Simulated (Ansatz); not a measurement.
Isolated molecules relaxed with PBE0-D4/def2-TZVP in Ansatz; ΔE leaves out vibrations. CCSD(T)/CBS is the MP2 limit (def2-TZVPP, def2-QZVPP) plus CCSD(T) − MP2 in def2-TZVPP, frozen cores. DFT in def2-TZVPP. For Br outer-core shells are correlated without core-valence functions, which leaves a few kJ/mol of doubt a bond. Scalar relativity is left out up to krypton. Each species was taken in one conformer, which may not be the lowest.

Reaction (ligand exchange at the Si–O bond): `CO[SiH](N)O[SiH3]` + HBr → `CO[SiH](N)Br` + `O[SiH3]`

CCSD(T)/CBS gives +6.7 kcal/mol.

Task: Another level gave +6.4 kcal/mol. Which?
A. SCS-MP2/def2-TZVPP
B. PBE0/def2-TZVPP
C. MP2/def2-TZVPP
D. HF/def2-TZVPP

Result: C. MP2/def2-TZVPP 6.4, HF/def2-TZVPP 9.2, SCS-MP2/def2-TZVPP 7.5, PBE0 4.4 kcal/mol.

Largest T1 diagnostic among the species: 0.011.

In def2-TZVPP, CCSD(T) changes the Hartree–Fock value by −1.2 kcal/mol (the triples alone add −0.4 kcal/mol) and MP2 by −2.8 kcal/mol. From PBE to PBE0 (25 % exact exchange), in def2-TZVPP and without D4, ΔE moves by +0.9 kcal/mol.
